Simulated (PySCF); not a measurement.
Molecule: CH6BO2Si (charge 0, doublet). It need not be the lowest isomer of its formula. 
Coordinates optimised at B3LYP-D3(BJ)/def2-TZVP (Ansatz):
```xyz
11

C      2.0955    -0.1827     0.4817
Si     0.6753     0.8588    -0.1649
B     -1.0803    -0.3674    -0.1090
O     -1.3971    -0.3240    -1.3438
O     -1.4581    -0.9046     1.0821
H      2.2852    -1.0310    -0.1772
H      3.0052     0.4218     0.5299
H      1.8769    -0.5613     1.4804
H      0.9351     1.3588    -1.5273
H      0.3651     2.0002     0.7348
H     -2.2526    -1.4504     1.0157
```
Charge 0, spin multiplicity 2.

Dispersion corrections to the total energy (kcal/mol) from the dftd3 and dftd4 libraries through PySCF: D3(BJ) without and D4 with the three-body term, each with the damping fitted for the functional named.

```
functional  D3(BJ)      D4
----------  ------  ------
TPSSh        -5.65   -5.81
CAM-B3LYP    -3.93   -4.08
BHLYP          ___   -5.79
HF             ___  -16.51
B2PLYP       -4.05   -3.32
revPBE      -11.83  -14.32
B3LYP        -8.50     ___
```

**Question.** What belongs in the gaps?

**Answer.** 
- BHLYP, D3(BJ): -6.82
- HF, D3(BJ): -37.39
- B3LYP, D4: -7.62
